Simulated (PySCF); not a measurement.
Compound: C₆H₅NO₂ (charge +1 and doublet state).
Z-matrix (Å and degrees, GFN2-xTB geometry), rows numbered from 1:
```
C 
C   1  1.3553
C   2  1.4183  1  123.18
C   3  1.4216  2  130.48  1   174.94
N   4  1.3237  3  108.25  2  -176.30
C   5  1.3194  4  106.34  3     1.36
C   6  1.4727  5  124.89  4  -177.47
O   7  1.1882  6  125.87  5  -172.90
O   6  1.3403  5  112.88  4    -1.98
H   1  1.0804  2  121.86  3    -4.83
H   1  1.0788  2  120.85  3   175.06
H   2  1.0827  1  121.21  3  -179.94
H   4  1.0734  3  129.27  2     1.17
H   7  1.1117  6  110.28  5     9.53
```

The hyperfine couplings belong to this conformer and change with its torsions.

As a line formula: `[CH2+][CH]c1cnc(C=O)o1` [radical] (charge +1).

Computed, not measured: UKS B3LYP, pcH-1 on C H N O, non-relativistic, mean-field spin-orbit, GIAO (PySCF 2.14.0). One conformer (not necessarily the lowest) at the GFN2-xTB geometry, without solvent, vibrations or thermal averaging. The geometry wasn't refined by DFT: couplings that depend on bond lengths, twists or pyramidal angles can differ widely from those at the functional's own minimum, by a factor of two or more for some ions and for spin on atoms past the first row. The frame is twisted about the C6–C7 bond at this geometry (dihedral N5–C6–C7–H14 = 10°); couplings at other torsion angles weren't computed. No stability test was run, so a lower SCF solution isn't excluded.

Problem. What is the g tensor, term by term?

Solution. 
```
                    Δg (ppt)      1      2      3
relativistic mass correction  -0.15  -0.15  -0.15
            gauge correction   0.01   0.03   0.03
   orbital Zeeman/spin–orbit  -0.10   0.34   6.14
                       total  -0.25   0.21   6.02
```

So g = 2.00207, 2.00253, 2.00834 and g_iso = 2.00431; the tensor is close to axial: the two nearest values differ by 7 % of g3 − g1. Axes: g3 points within 5° of the N5–C6 bond.

Problem. At 94.055 GHz, how far is the centre of the isotropic spectrum from where a free electron (g = 2.002319) resonates?

Solution. B = hν/(g μB) with μB/h = 13.99624 MHz/mT gives 3356.12 mT for the free electron and 3352.78 mT at g_iso, 3.34 mT lower.

Problem. What effective moment and Curie constant follow for a powder?

Solution. With the mean of g² = 4.0173 and S(S+1) = 0.75: μ_eff = √(⟨g²⟩S(S+1)) = 1.736 μB and χT = 0.12505·⟨g²⟩·S(S+1) = 0.377 cm³ K/mol (cgs; spin-Hamiltonian part alone).

Problem. What are the electron Larmor frequencies g μB B/h along the three axes at 3350 mT?

Solution. 93.8721, 93.8934, 94.1657 GHz for g1, g2 and g3, a range of 293.6 MHz.

Problem. In a frozen sample, at which fields do the three g values resonate at 9.5, 34, 94 and 263 GHz (hyperfine left aside), and which band first spreads them over more than twice a line width of 0.5 mT?

Solution. 
| band | GHz | B(g3) mT | B(g2) mT | B(g1) mT | spread mT |
| --- | --- | --- | --- | --- | --- |
| X | 9.5 | 337.97 | 338.95 | 339.03 | 1.06 |
| Q | 34.0 | 1209.57 | 1213.08 | 1213.35 | 3.78 |
| W | 94.0 | 3344.11 | 3353.80 | 3354.56 | 10.46 |
| J | 263.0 | 9356.38 | 9383.52 | 9385.64 | 29.26 |

The spread grows in proportion to the frequency. X band is the first where it exceeds 1.0 mT.

The largest Mulliken spin populations are on C1 (+0.42), C6 (+0.28), C4 (+0.24) and C3 (+0.17). Four atoms exceed +0.15. The positive populations add up to 1.23 and the negative ones to -0.23, together 2S = 1.

The HOMO–LUMO gaps are 4.14 eV among the α and 1.64 eV among the β orbitals.

The SMILES draws the unpaired electron on C2; the largest computed Mulliken spin population is on C1 (0.42 against -0.01).
